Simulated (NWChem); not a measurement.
All runs are NWChem calculations. System: B₂Cl₄, charge 0, spin multiplicity 1, displaced from the optimised geometry.

The NWChem input:

```
start mol
memory heap 200 mb stack 900 mb global 1100 mb
geometry units angstroms nocenter noautoz
  Cl    -1.120492    -1.066072     1.772332
  B      0.000000     0.000000     0.864980
  Cl     1.120492     1.066072     1.772332
  B      0.000000     0.000000    -0.864980
  Cl    -1.120492     1.066072    -1.772332
  Cl     1.120492    -1.066072    -1.772332
  symmetry group D2
end
basis spherical
  * library def2-svp
end
dft
  xc xpbe96 cpbe96
  semidirect memsize 60000000 filesize 0
  iterations 100
  convergence nodiis damp 40
end
task dft gradient
```

The output up to the point where the run's verdict is printed (cleaned and shortened):

```
             Northwest Computational Chemistry Package (NWChem) 7.3.0
             --------------------------------------------------------

                                NWChem Input Module
                                -------------------

 Scaling coordinates for geometry "geometry" by  1.889725989
 (inverse scale =  0.529177249)

 Turning off AUTOSYM since
 SYMMETRY directive was detected!

                             Geometry "geometry" -> ""
                             -------------------------

 Output coordinates in angstroms (scale by  1.889725989 to convert to a.u.)

  No.       Tag          Charge          X              Y              Z
 ---- ---------------- ---------- -------------- -------------- --------------
    1 Cl                  17.0000    -1.12049200    -1.06607200     1.77233200
    2 B                    5.0000     0.00000000     0.00000000     0.86498000
    3 Cl                  17.0000     1.12049200     1.06607200     1.77233200
    4 B                    5.0000     0.00000000     0.00000000    -0.86498000
    5 Cl                  17.0000    -1.12049200     1.06607200    -1.77233200
    6 Cl                  17.0000     1.12049200    -1.06607200    -1.77233200

 Effective nuclear repulsion energy (a.u.)     412.5944440299

            Nuclear Dipole moment (a.u.)
            ----------------------------
        X                 Y               Z
 ---------------- ---------------- ----------------
     0.0000000000     0.0000000000     0.0000000000

      Symmetry information
      --------------------

 Group name             D2
 Group number             11
 Group order               4
 No. of unique centers     2

      Symmetry unique atoms

     1    2


 Summary of "ao basis" -> "" (spherical)
 ------------------------------------------------------------------------------
       Tag                 Description            Shells   Functions and Types
 ---------------- ------------------------------  ------  ---------------------
 *                          def2-svp                  on all atoms

  pbe96 is a nonlocal functional; adding pw91lda local functional.
[...]
 d= 0,ls=0.5         52  -1852.2094421173  1.99D+01  1.98D-01              10.1
 d= 0,ls=0.5         53  -1872.1002036443 -1.99D+01  1.98D-01              10.2
 d= 0,ls=0.5         54  -1852.2094421191  1.99D+01  1.98D-01              10.4
 d= 0,ls=0.5         55  -1872.1002036444 -1.99D+01  1.98D-01              10.6
 d= 0,ls=0.5         56  -1852.2094421200  1.99D+01  1.98D-01              10.8
 d= 0,ls=0.5         57  -1872.1002036445 -1.99D+01  1.98D-01              11.0
 d= 0,ls=0.5         58  -1852.2094421205  1.99D+01  1.98D-01              11.2
 d= 0,ls=0.5         59  -1872.1002036445 -1.99D+01  1.98D-01              11.3
 d= 0,ls=0.5         60  -1852.2094421207  1.99D+01  1.98D-01              11.5
 d= 0,ls=0.5         61  -1872.1002036445 -1.99D+01  1.98D-01              11.7
 d= 0,ls=0.5         62  -1852.2094421208  1.99D+01  1.98D-01              11.9
 d= 0,ls=0.5         63  -1872.1002036446 -1.99D+01  1.98D-01              12.1
 d= 0,ls=0.5         64  -1852.2094421209  1.99D+01  1.98D-01              12.2
 d= 0,ls=0.5         65  -1872.1002036445 -1.99D+01  1.98D-01              12.4
 d= 0,ls=0.5         66  -1852.2094421209  1.99D+01  1.98D-01              12.6
 d= 0,ls=0.5         67  -1872.1002036445 -1.99D+01  1.98D-01              12.8
 d= 0,ls=0.5         68  -1852.2094421209  1.99D+01  1.98D-01              13.0
 d= 0,ls=0.5         69  -1872.1002036445 -1.99D+01  1.98D-01              13.1
 d= 0,ls=0.5         70  -1852.2094421209  1.99D+01  1.98D-01              13.3
 d= 0,ls=0.5         71  -1872.1002036445 -1.99D+01  1.98D-01              13.5
 d= 0,ls=0.5         72  -1852.2094421209  1.99D+01  1.98D-01              13.7
 d= 0,ls=0.5         73  -1872.1002036445 -1.99D+01  1.98D-01              13.9
 d= 0,ls=0.5         74  -1852.2094421209  1.99D+01  1.98D-01              14.0
 d= 0,ls=0.5         75  -1872.1002036446 -1.99D+01  1.98D-01              14.2
 d= 0,ls=0.5         76  -1852.2094421209  1.99D+01  1.98D-01              14.4
 d= 0,ls=0.5         77  -1872.1002036446 -1.99D+01  1.98D-01              14.6
 d= 0,ls=0.5         78  -1852.2094421209  1.99D+01  1.98D-01              14.8
 d= 0,ls=0.5         79  -1872.1002036446 -1.99D+01  1.98D-01              14.9
 d= 0,ls=0.5         80  -1852.2094421209  1.99D+01  1.98D-01              15.1
 d= 0,ls=0.5         81  -1872.1002036445 -1.99D+01  1.98D-01              15.3
 d= 0,ls=0.5         82  -1852.2094421209  1.99D+01  1.98D-01              15.5
 d= 0,ls=0.5         83  -1872.1002036446 -1.99D+01  1.98D-01              15.7
 d= 0,ls=0.5         84  -1852.2094421209  1.99D+01  1.98D-01              15.9
 d= 0,ls=0.5         85  -1872.1002036446 -1.99D+01  1.98D-01              16.0
 d= 0,ls=0.5         86  -1852.2094421209  1.99D+01  1.98D-01              16.2
 d= 0,ls=0.5         87  -1872.1002036446 -1.99D+01  1.98D-01              16.4
 d= 0,ls=0.5         88  -1852.2094421209  1.99D+01  1.98D-01              16.6
 d= 0,ls=0.5         89  -1872.1002036446 -1.99D+01  1.98D-01              16.8
 d= 0,ls=0.5         90  -1852.2094421209  1.99D+01  1.98D-01              17.0
 d= 0,ls=0.5         91  -1872.1002036446 -1.99D+01  1.98D-01              17.1
 d= 0,ls=0.5         92  -1852.2094421209  1.99D+01  1.98D-01              17.3
 d= 0,ls=0.5         93  -1872.1002036446 -1.99D+01  1.98D-01              17.5
 d= 0,ls=0.5         94  -1852.2094421209  1.99D+01  1.98D-01              17.7
 d= 0,ls=0.5         95  -1872.1002036446 -1.99D+01  1.98D-01              17.9
 d= 0,ls=0.5         96  -1852.2094421209  1.99D+01  1.98D-01              18.0
 d= 0,ls=0.5         97  -1872.1002036445 -1.99D+01  1.98D-01              18.2
 d= 0,ls=0.5         98  -1852.2094421209  1.99D+01  1.98D-01              18.4
 d= 0,ls=0.5         99  -1872.1002036445 -1.99D+01  1.98D-01              18.6
 d= 0,ls=0.5        100  -1852.2094421209  1.99D+01  1.98D-01              18.7
```

The run did not converge; its last values are not results. The next line reads: Calculation failed to converge. NWChem stopped with the message: dft gradient failed.
